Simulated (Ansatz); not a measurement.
Isolated molecules relaxed with PBE0-D4/def2-TZVP in Ansatz; ΔE leaves out vibrations. CBS: MP2 limit from def2 TZ/QZ plus the TZ coupled-cluster correction, frozen cores. This one scheme is used for every species, atoms too. Functionals use def2-TZVPP. HSE06 is defined as in plane-wave codes. No spin–orbit coupling; open shells (•) take unrestricted orbitals. Spin–orbit coupling would lower the free atoms: a little for C, Si.

Consider the atomization: `C[SiH]1C=C1` → 3 C• + 6 H• + Si•.

Task: What is ΔE at CCSD(T)/CBS? (An estimate is asked.)

Result: Ansatz gave: +919.6 kcal/mol.

Task: What do these levels give: r2SCAN0-D4, HSE06-D4, ωB97M-V, CCSD/def2-TZVPP, HF/def2-QZVPP, SCS-MP2/def2-QZVPP? (Best estimate.)

Result: The calculation gave: r2SCAN0-D4 914.3, HSE06-D4 927.0, ωB97M-V 924.1, CCSD/def2-TZVPP 884.0, HF/def2-QZVPP 687.4, SCS-MP2/def2-QZVPP 920.9 kcal/mol.

Largest T1 diagnostic among the species: 0.012.

From PBE to PBE0 (25 % exact exchange), in def2-TZVPP and without D4, ΔE moves by −11.1 kcal/mol: exact exchange takes away binding that semilocal exchange gives to molecules. Leaving LDA and LC-ωPBE aside and taking each functional with its dispersion term where it has one, the values, not all of them listed here, spread over 39.7 kcal/mol, from BHLYP-D4 to PBE-D4. LDA lies +109.6 kcal/mol from PBE without D4, its usual overbinding. At CCSD(T), def2-SVP lies −45.8 kcal/mol from the extrapolated value and def2-TZVPP −22.2 kcal/mol: correlation converges slowly with the basis, and small sets miss more of it in the bonded molecule than in its fragments.

For atomizations the MP2-based limit and the directly extrapolated one differ by several kJ/mol either way, and by 10 to 25 for some Ge, Se and Sn compounds, so smaller differences from it don't rank the levels.
